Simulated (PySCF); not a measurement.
# Correlation energy of S(2+) (sulfur, charge +2)

[Ne] 3s1 3p2 3d1, one real determinant (an excited configuration). All numbers are calculated (PySCF 2.14, the non-relativistic Hamiltonian (point nucleus), in aug-cc-pwCVDZ (6s5p3d, 36 functions)). Frozen: 1s2; 12 electrons correlated.

MP2 pair energies summed by pair of shells (mhartree):

```
 pair  energy  share (%)
2p-2p  -89.17       57.3
2s-2p  -25.01       16.1
2p-3p  -10.53        6.8
3p-3d   -6.32        4.1
3p-3p   -5.94        3.8
2p-3s   -5.84        3.8
2s-2s   -4.74        3.0
3s-3p   -3.01        1.9
2s-3p   -1.83        1.2
2p-3d   -1.35        0.9
3s-3d   -0.94        0.6
2s-3s   -0.76        0.5
2s-3d   -0.23        0.1
```

Total MP2 correlation energy: -155.69 mhartree.

Same-spin part -57.29 and opposite-spin part -98.40 mhartree; SCS-MP2 scales them by 1/3 and 6/5 to -137.17 mhartree.

The reference is one real determinant that mixes LS terms of this configuration.
